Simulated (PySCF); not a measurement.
# Simulated absorption spectrum

trans-Si(NH3)2Cl4.
SMILES: `N->[Si](<-N)(Cl)(Cl)(Cl)Cl`

The calculation used TDDFT wB97X-D/def2-SVPD, vertical, gas phase, core orbitals frozen in the response (PySCF 2.14.0, density-fitted response routines). Geometry: PBE0-D3(BJ)/def2-SVP; no solvent, vibrations or thermal averaging.

Each state is given a Gaussian of 0.25 eV full width at half maximum, with ε(max) = 2.175×10⁸ f / Δν̃ (Δν̃ the width in cm⁻¹). The width is an assumption, not a result. The curve ends short of the highest state used, and states not computed would add to its high-energy end.

```json
{"λ (nm)": "174.9", "ε (L mol⁻¹ cm⁻¹)": "4125"}
{"λ (nm)": "175.7", "ε (L mol⁻¹ cm⁻¹)": "5963"}
{"λ (nm)": "176.5", "ε (L mol⁻¹ cm⁻¹)": "7844"}
{"λ (nm)": "177.3", "ε (L mol⁻¹ cm⁻¹)": "9413"}
{"λ (nm)": "178.1", "ε (L mol⁻¹ cm⁻¹)": "10328"}
{"λ (nm)": "178.8", "ε (L mol⁻¹ cm⁻¹)": "10427"}
{"λ (nm)": "179.6", "ε (L mol⁻¹ cm⁻¹)": "9734"}
{"λ (nm)": "180.4", "ε (L mol⁻¹ cm⁻¹)": "8364"}
{"λ (nm)": "181.2", "ε (L mol⁻¹ cm⁻¹)": "6629"}
{"λ (nm)": "182.0", "ε (L mol⁻¹ cm⁻¹)": "4857"}
{"λ (nm)": "182.8", "ε (L mol⁻¹ cm⁻¹)": "3297"}
{"λ (nm)": "183.6", "ε (L mol⁻¹ cm⁻¹)": "2078"}
{"λ (nm)": "184.4", "ε (L mol⁻¹ cm⁻¹)": "1218"}
{"λ (nm)": "185.2", "ε (L mol⁻¹ cm⁻¹)": "665"}
{"λ (nm)": "186.0", "ε (L mol⁻¹ cm⁻¹)": "339"}
{"λ (nm)": "186.8", "ε (L mol⁻¹ cm⁻¹)": "162"}
{"λ (nm)": "187.6", "ε (L mol⁻¹ cm⁻¹)": "72"}
{"λ (nm)": "188.4", "ε (L mol⁻¹ cm⁻¹)": "30"}
{"λ (nm)": "189.2", "ε (L mol⁻¹ cm⁻¹)": "12"}
{"λ (nm)": "190.0", "ε (L mol⁻¹ cm⁻¹)": "4"}
{"λ (nm)": "190.8", "ε (L mol⁻¹ cm⁻¹)": "2"}
{"λ (nm)": "191.6", "ε (L mol⁻¹ cm⁻¹)": "1"}
{"λ (nm)": "192.4", "ε (L mol⁻¹ cm⁻¹)": "0"}
{"λ (nm)": "193.2", "ε (L mol⁻¹ cm⁻¹)": "0"}
{"λ (nm)": "194.0", "ε (L mol⁻¹ cm⁻¹)": "0"}
{"λ (nm)": "194.8", "ε (L mol⁻¹ cm⁻¹)": "0"}
{"λ (nm)": "195.6", "ε (L mol⁻¹ cm⁻¹)": "0"}
{"λ (nm)": "196.4", "ε (L mol⁻¹ cm⁻¹)": "0"}
{"λ (nm)": "197.2", "ε (L mol⁻¹ cm⁻¹)": "0"}
{"λ (nm)": "198.0", "ε (L mol⁻¹ cm⁻¹)": "0"}
{"λ (nm)": "198.8", "ε (L mol⁻¹ cm⁻¹)": "0"}
{"λ (nm)": "199.6", "ε (L mol⁻¹ cm⁻¹)": "0"}
{"λ (nm)": "200.4", "ε (L mol⁻¹ cm⁻¹)": "0"}
{"λ (nm)": "201.2", "ε (L mol⁻¹ cm⁻¹)": "0"}
{"λ (nm)": "202.0", "ε (L mol⁻¹ cm⁻¹)": "0"}
{"λ (nm)": "202.7", "ε (L mol⁻¹ cm⁻¹)": "0"}
{"λ (nm)": "203.5", "ε (L mol⁻¹ cm⁻¹)": "0"}
{"λ (nm)": "204.3", "ε (L mol⁻¹ cm⁻¹)": "0"}
{"λ (nm)": "205.1", "ε (L mol⁻¹ cm⁻¹)": "0"}
{"λ (nm)": "205.9", "ε (L mol⁻¹ cm⁻¹)": "0"}
{"λ (nm)": "206.7", "ε (L mol⁻¹ cm⁻¹)": "0"}
{"λ (nm)": "207.5", "ε (L mol⁻¹ cm⁻¹)": "0"}
{"λ (nm)": "208.3", "ε (L mol⁻¹ cm⁻¹)": "0"}
{"λ (nm)": "209.1", "ε (L mol⁻¹ cm⁻¹)": "0"}
{"λ (nm)": "209.9", "ε (L mol⁻¹ cm⁻¹)": "0"}
{"λ (nm)": "210.7", "ε (L mol⁻¹ cm⁻¹)": "0"}
{"λ (nm)": "211.5", "ε (L mol⁻¹ cm⁻¹)": "0"}
{"λ (nm)": "212.3", "ε (L mol⁻¹ cm⁻¹)": "0"}
{"λ (nm)": "213.1", "ε (L mol⁻¹ cm⁻¹)": "0"}
{"λ (nm)": "213.9", "ε (L mol⁻¹ cm⁻¹)": "0"}
{"λ (nm)": "214.7", "ε (L mol⁻¹ cm⁻¹)": "0"}
{"λ (nm)": "215.5", "ε (L mol⁻¹ cm⁻¹)": "0"}
{"λ (nm)": "216.3", "ε (L mol⁻¹ cm⁻¹)": "0"}
{"λ (nm)": "217.1", "ε (L mol⁻¹ cm⁻¹)": "0"}
{"λ (nm)": "217.9", "ε (L mol⁻¹ cm⁻¹)": "0"}
{"λ (nm)": "218.7", "ε (L mol⁻¹ cm⁻¹)": "0"}
```

Question: Locate the maxima and give the states behind the curve.

Answer: 179 nm (6.94 eV), ε about 10000, made up of S3 (50%) and S4 (50%) (ε in L mol⁻¹ cm⁻¹; maxima over ε = 5, shares over 10%). The states used: S1 6.04 eV (f 0.0000); S2 6.89 eV (f 0.0000); S3 6.94 eV (f 0.048); S4 6.95 eV (f 0.049); S5 7.21 eV (f 0.0001); S6 7.45 eV (f 0.0000); S7 7.45 eV (f 0.0000); S8 7.56 eV (f 0.039); S9 7.69 eV (f 0.050); S10 7.69 eV (f 0.048).

Question: What would ε be at 6.94 eV, the highest of these maxima, with half the width (0.125 eV)?

Answer: About 20900 L mol⁻¹ cm⁻¹ against 10500, a factor of about 1.99; a lone state at its own centre would give exactly 2.

Question: Coming from long wavelengths, where does ε first pass 100 L mol⁻¹ cm⁻¹?

Answer: At about 187 nm (6.62 eV), 0.58 eV above S1.
